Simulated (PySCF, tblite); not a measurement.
Compound: C7H7OS (charge +1).
SMILES with atom numbers: `[CH:1]#[C:2][CH2:3][S:4][c:5]1[cH:6][c+:7]1[O:8][CH3:9]` (hydrogens: H10 on C1; H11, H12 on C3; H13 on C6; H14, H15, H16 on C9)

Jobs on this species (16 atoms, 72 electrons) with PySCF (density fitting) and tblite. Hardware of each: one thread of an Arm Neoverse V2, shared host. The host was shared with other jobs, so the times are rough.

| level and settings | work | basis functions | SCF cycles | wall time |
| --- | --- | --- | --- | --- |
| B3LYP/def2-SVPD | 8 singlets by full TDDFT, 3 Tamm–Dancoff triplets, polarisability, density and orbital grids written | 246 | ? | ? |
| GFN2-xTB | L-BFGS relaxation | – | – | 0.64 s |
| PBE0/pcSseg-1 | shieldings, ring-centre shieldings, charges and field gradients, density and orbital grids written | 195 | 15 | 35 s |

**Question.** Fill in the missing figures.

**Answer.** 
- B3LYP/def2-SVPD; 8 singlets by full TDDFT, 3 Tamm–Dancoff triplets, polarisability, density and orbital grids written: 60 s, 15 SCF cycles

**Question.** What do all jobs in the table cost together?

**Answer.** About 96 s; the longest takes about 63 % of that, and about 94 times as long as the shortest.
